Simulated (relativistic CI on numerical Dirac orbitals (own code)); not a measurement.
A reference radial Dirac CI calculation of Ge2+ gave the lowest total energy -2095.09112 Ha in 61 SCF steps, from this input:

```
atom Ge  Z=32  charge=2  electrons=30
nucleus A=74  rms_radius_fm=4.0742
hamiltonian dirac-coulomb  breit=on  qed=on  c_scale=1
orbitals kli  potential=per-configuration
slater_scale 1
correlation none
mixing on
grid step=0.0125 r_max=49.7
scf mixing=0.4 start=green max_iterations=150 tolerance=2e-08 node_fill=0.05
configurations
  [Ar] 3d10 4s2
  [Ar] 3d10 4s 4p
  [Ar] 3d10 4p2
  [Ar] 3d10 4s 4d
  [Ar] 3d10 4s 4f
end
```

One setting was then changed, and the output read:

```
SCF 1: [Ar] 3d10 4s2
 iter      energy (Ha)   residual   last orbital (Ha)
    1     -2082.772155   2.27e+00     -2.17859
    2     -2095.609057   6.74e-01     -1.52009
    3     -2096.522251   1.24e-01     -1.25058
    4     -2096.603232   1.56e-01     -1.24312
    5     -2096.646549   8.64e-03     -1.19077
    6     -2096.645758   4.16e-03     -1.18895
    7     -2096.646146   4.20e-04     -1.18866
    8     -2096.646185   5.14e-05     -1.18872
    9     -2096.646184   3.85e-05     -1.18871
   10     -2096.646181   3.45e-06     -1.18870
   11     -2096.646181   2.61e-07     -1.18870
   12     -2096.646181   1.69e-09     -1.18870
SCF 2: [Ar] 3d10 4s 4p
 iter      energy (Ha)   residual   last orbital (Ha)
    1     -2082.546953   2.24e+00     -1.62919
    2     -2095.338425   6.50e-01     -1.11355
    3     -2096.248559   1.20e-01     -0.93096
    4     -2096.328793   1.34e-01     -0.92762
    5     -2096.361169   6.27e-03     -0.89567
    6     -2096.360443   4.24e-03     -0.89488
    7     -2096.360824   4.34e-04     -0.89479
    8     -2096.360858   3.18e-05     -0.89482
    9     -2096.360863   3.01e-05     -0.89482
   10     -2096.360861   2.40e-06     -0.89482
   11     -2096.360861   1.32e-07     -0.89482
   12     -2096.360861   1.79e-09     -0.89482
SCF 3: [Ar] 3d10 4p2
 iter      energy (Ha)   residual   last orbital (Ha)
    1     -2082.206593   2.24e+00     -1.62919
    2     -2094.980610   6.39e-01     -1.10727
    3     -2095.887204   1.18e-01     -0.92647
    4     -2095.963677   1.21e-01     -0.92483
    5     -2095.990329   2.51e-03     -0.89461
    6     -2095.989773   4.75e-03     -0.89506
    7     -2095.990202   1.13e-04     -0.89519
    8     -2095.990219   4.65e-06     -0.89518
    9     -2095.990219   5.35e-06     -0.89518
   10     -2095.990218   4.32e-07     -0.89518
   11     -2095.990218   4.82e-08     -0.89518
   12     -2095.990218   1.97e-09     -0.89518
SCF 4: [Ar] 3d10 4s 4d
 iter      energy (Ha)   residual   last orbital (Ha)
    1     -2082.361113   2.22e+00     -0.83307
    2     -2094.962616   6.30e-01     -0.56575
    3     -2095.860554   1.11e-01     -0.49593
    4     -2095.926589   1.15e-01     -0.49525
    5     -2095.950258   3.15e-03     -0.48484
    6     -2095.949856   2.46e-03     -0.48460
    7     -2095.950010   3.90e-04     -0.48454
    8     -2095.950044   5.05e-05     -0.48452
    9     -2095.950040   2.37e-06     -0.48452
   10     -2095.950041   2.46e-06     -0.48452
   11     -2095.950041   1.03e-07     -0.48452
   12     -2095.950041   2.73e-08     -0.48452
   13     -2095.950041   2.50e-11     -0.48452
SCF 5: [Ar] 3d10 4s 4f
 iter      energy (Ha)   residual   last orbital (Ha)
    1     -2082.776052   2.16e+00     -0.30923
    2     -2094.748969   6.22e-01     -0.29205
    3     -2095.658940   1.06e-01     -0.28571
    4     -2095.720942   1.18e-01     -0.28445
    5     -2095.747614   7.15e-03     -0.28332
    6     -2095.746918   3.85e-03     -0.28327
    7     -2095.747170   8.87e-04     -0.28326
    8     -2095.747238   8.00e-05     -0.28325
    9     -2095.747235   1.89e-05     -0.28325
   10     -2095.747234   2.02e-06     -0.28325
   11     -2095.747234   6.68e-08     -0.28325
   12     -2095.747234   1.35e-08     -0.28325
orbital energies (Ha): 2p1/2 -45.5959  2p3/2 -44.4274  3s -7.1273  3p1/2 -5.2816  3p3/2 -5.1261  3d3/2 -1.9951  3d5/2 -1.9737  4s -1.1887
configuration averages (Ha): Dirac-Coulomb, Breit, QED
  4s2                          -2096.646181    0.949051    0.000000
  4s 4p                        -2096.360861    0.948988    0.000000
  4p2                          -2095.990218    0.948911    0.000000
  4s 4d                        -2095.950041    0.948622    0.000000
  4s 4f                        -2095.747234    0.948634    0.000000
levels: no., configuration, term, J, E (cm-1), weight
   1 4s2                    1S   0                0.0  0.96
   2 4s 4p                  3P*  0            58129.6  1.00
   3 4s 4p                  3P*  1            58882.2  1.00
   4 4s 4p                  3P*  2            60450.1  1.00
   5 4s 4p                  1P*  1            99934.6  1.00
   6 4p2                    1D   2           139151.0  0.60
   7 4p2                    3P   0           144138.1  1.00
   8 4p2                    3P   1           144964.3  1.00
   9 4p2                    3P   2           146511.1  0.99
  10 4s 4d                  3D   1           157922.2  1.00
  11 4s 4d                  3D   2           157986.8  1.00
  12 4s 4d                  3D   3           158084.3  1.00
  13 4p2                    1S   0           179759.2  0.96
  14 4s 4d                  1D   2           182421.7  0.60
lowest total energy -2095.729616 Ha
end: converged
```

Which setting was changed?
A. SCF mixing
B. end of the grid
C. QED terms
D. node fill of the KLI weights

C. The QED terms off.
